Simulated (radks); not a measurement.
Q: These are the eigenvalues of the occupied orbitals of an atom or ion with whole-number occupations (Ry). All-electron calculation, non-relativistic Kohn-Sham, r2SCAN, spin-polarised, spherical densities, point nucleus; meta-GGA in the generalised Kohn-Sham scheme. Program: a radial shooting solver on a logarithmic mesh with Libxc functionals.

orbital  eigenvalue
1s up      -0.58989

Which element is it, and in what charge state? The configuration may be excited. Open shells, if any, are filled with parallel spins first.

A: Z = 1, hydrogen, charge 0: H in 1s1. The 1s level, -0.29494 hartree, gives Z - s = 0.8 by -(Z - s)^2/2, which with screening narrows Z to a few neighbours, and with so few levels the electron count can be read from the list.
